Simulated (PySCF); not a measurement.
A structure optimised at B3LYP-D3(BJ)/def2-SVP, used in a PySCF frequency run:

```xyz
12

B      0.1374    -0.1156     0.0470
O      0.5652    -0.5278    -1.1656
C      0.1930     0.0713    -2.3948
H     -0.8931     0.2601    -2.4390
H      0.7258     1.0258    -2.5398
H      0.4695    -0.6149    -3.2075
P     -1.1734     1.3141     0.2386
H     -0.4601     2.3125    -0.4911
H     -0.7704     1.7681     1.5262
P      0.6134    -1.2211     1.5655
H      1.0496    -0.1742     2.4283
H      1.9127    -1.6011     1.1196
```

Question: Write its SMILES and formula.

Answer: COB(P)P, CH₇BOP₂

Question: What are its rotational constants (standard atomic weights)?

Answer: 3.2935, 2.1386, 1.3305 GHz
